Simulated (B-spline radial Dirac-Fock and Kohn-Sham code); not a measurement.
## Dipole and non-dipole photoemission parameters of Dy³⁺ 4d5/2

System: dysprosium as Dy³⁺, configuration [Xe] 4f9; threshold 195.3 eV (orbital energy of the model). The computed values come from a radial finite-basis atomic code: Dirac-Hartree-Slater photoionisation with a Latter tail; cross sections with all multipoles, angular parameters from the dipole term and its interference with E2.

For linearly polarised light dσ/dΩ = σ/(4π) [1 + β P₂(cos θ) + (δ + γ cos²θ) sin θ cos φ], with θ from the polarisation vector and φ the angle between the beam and the projection of the electron momentum on the plane normal to the polarisation.

```
hν (eV)  σ (kb)       β       γ      δ
    214     267   0.791   0.042  0.000
    250     219  -0.810  -0.354  0.137
    270       ?       ?       ?      ?
    275     270  -0.963  -0.305  0.163
    301     333  -0.706  -0.165  0.150
    402     461   0.202   0.136  0.072
    743     314   1.054   0.025  0.003
    895     240   1.173  -0.024  0.003
    948     219   1.201  -0.033  0.004
   1150     156   1.276  -0.040  0.009
   2000    47.2   1.347   0.140  0.031
   2490    27.4   1.330   0.282  0.043
   3670    9.55   1.257   0.597  0.072
   4690    4.67   1.189   0.821  0.098
 5414.7    3.02   1.143   0.959  0.116
   6000    2.19   1.108   1.058  0.131
   6760    1.50   1.066   1.175  0.151
   6950    1.37   1.056   1.202  0.156
   7830   0.927   1.012   1.318  0.179
 8047.8   0.846   1.001   1.345  0.184
  12000   0.215   0.846   1.715  0.284
  13600   0.138   0.796   1.825  0.323
```

**Question.** Give the values at 270 eV.

**Answer.** σ = 259 kb, β = -0.984, γ = -0.328, δ = 0.163.
